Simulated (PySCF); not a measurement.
C4H6F2O.
Atom-mapped SMILES: `[CH2:1]=[C:2]([CH2:3][F:4])[O:5][CH2:6][F:7]` (hydrogens: H8, H9 on C1; H10, H11 on C3; H12, H13 on C6)

Torsions of this conformer, `[CH2:1]=[C:2]([CH2:3][F:4])[O:5][CH2:6][F:7]`: C1–C2–C3–F4 -3°, C1–C2–O5–C6 -16°, C2–O5–C6–F7 74°.

The closed-shell ground state was solved at several levels (PySCF, density fitting, gas phase, non-relativistic). One conformer (not necessarily the lowest) at the PBE0-D3(BJ)/def2-SVP geometry, without solvent, vibrations or thermal averaging.

| level | basis functions | total energy (Eh) | HOMO (eV) | LUMO (eV) | gap (eV) | dipole (D) |
| --- | --- | --- | --- | --- | --- | --- |
| PBE/pcJ-1 | 249 | -430.4456 | -5.97 | -0.57 | 5.40 | 2.08 |
| HF/pcJ-1 | 249 | -428.6545 | -9.83 | 4.36 | 14.19 | 2.49 |
| PBE0/pcSseg-0 | 75 | -429.4477 | -7.31 | 0.50 | 7.81 | 2.44 |
| B3LYP/pcJ-0 | 109 | -430.0680 | -7.01 | 0.30 | 7.31 | 2.43 |
| PBE0/def2-SVP | 128 | -430.1248 | -7.12 | 0.59 | 7.71 | 2.09 |
| CAM-B3LYP/pcJ-1 | 249 | -430.7604 | -8.54 | 1.59 | 10.13 | 2.25 |

Problem. Estimate the row for PBE0/cc-pVDZ, a basis of 128 functions; the other rows only guide the guess.

Solution. Total energy -430.4699 Eh, HOMO -7.00 eV, LUMO 0.70 eV, gap 7.70 eV, dipole 2.07 D.

Problem. Over all these levels, which gives the widest orbital gap and which the narrowest?

Solution. HF/pcJ-1 (Hartree–Fock, all exact exchange) has the widest, 14.19 eV, and PBE/pcJ-1 (GGA) the narrowest, 5.40 eV. The two share the basis. From the narrowest to the widest the HOMO moves by -3.86 eV and the LUMO by +4.93 eV.

Problem. How much does the basis alone move the frontier levels among the 3 PBE0 rows (the withheld one included)?

Solution. The HOMO by 0.31 eV and the LUMO by 0.20 eV. By rising basis size (HOMO, LUMO in eV): pcSseg-0 -7.31, 0.50; def2-SVP -7.12, 0.59; cc-pVDZ -7.00, 0.70.

Problem. How far do the dipole and the HOMO energy spread over the levels?

Solution. The dipole runs from 2.07 to 2.49 D (mean 2.26 D) and the HOMO from -9.83 to -5.97 eV.
